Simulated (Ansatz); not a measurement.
Reactions of `[CH3][Ge]([CH3])([CH3])[Cl]`.

Calculated with Ansatz (gas phase, PBE0-D4/def2-TZVP geometries, no zero-point term in ΔE). CCSD(T)/CBS adds triple-zeta CCSD(T) − MP2 to the extrapolated MP2 energy (def2 sets, frozen cores). This one scheme is used for every species. Functionals use def2-TZVPP. Triplets are unrestricted, without spin–orbit coupling. For Br, Ge, Se outer-core shells are correlated without core-valence functions, which leaves a few kJ/mol of doubt a bond. Scalar relativity is left out up to krypton. Each species was taken in one conformer, which may not be the lowest.

```json
{"reaction": "`[CH3][Ge]([CH3])([CH3])[Cl]` + H₂Se → `[CH3][Ge]([CH3])([Cl])[SeH]` + CH₄", "ωB97X-V (kcal/mol)": "-18.0", "MP2/CBS(def2) (kcal/mol)": "-19.9", "B2PLYP (kcal/mol)": "-18.9"}
{"reaction": "`[CH3][Ge]([CH3])([CH3])[Cl]` + CH₄ → `[CH3][Ge]([CH3])([CH3])[CH3]` + HCl", "ωB97X-V (kcal/mol)": "28.1", "MP2/CBS(def2) (kcal/mol)": "27.8", "B2PLYP (kcal/mol)": "28.4"}
{"reaction": "`[CH3][Ge]([CH3])([CH3])[Cl]` → `[CH3][GeH]([CH3])[Cl]` + `[CH2]` (triplet)", "ωB97X-V (kcal/mol)": "115.7", "MP2/CBS(def2) (kcal/mol)": "117.9", "B2PLYP (kcal/mol)": "111.1"}
{"reaction": "`[CH3][Ge]([CH3])([CH3])[Cl]` + HBr → `[CH3][Ge]([CH3])([CH3])[Br]` + HCl", "ωB97X-V (kcal/mol)": "-1.7", "MP2/CBS(def2) (kcal/mol)": "-2.9", "B2PLYP (kcal/mol)": "-1.8"}
{"reaction": "`[CH3][Ge]([CH3])([CH3])[Cl]` + trimethylsilanol → `C[Si](C)(C)[O][Ge]([CH3])([CH3])[Cl]` + CH₄", "ωB97X-V (kcal/mol)": "-18.4", "MP2/CBS(def2) (kcal/mol)": "-17.9", "B2PLYP (kcal/mol)": "-17.6"}
{"reaction": "`[CH3][Ge]([CH3])([CH3])[Cl]` + `O[SiH2]S[SiH3]` → `CO[SiH2]S[SiH3]` + `[CH3][GeH]([CH3])[Cl]`", "ωB97X-V (kcal/mol)": "21.0", "MP2/CBS(def2) (kcal/mol)": "25.0", "B2PLYP (kcal/mol)": "21.9"}
```

(1) Give the CCSD(T)/CBS values in the same order. (Best estimate.)

Largest T1 diagnostic: 0.012, for `CO[SiH2]S[SiH3]`.

## Answers

(1) The calculation gave: -18.5, 27.0, 114.0, -2.5, -18.0, 23.1 kcal/mol.
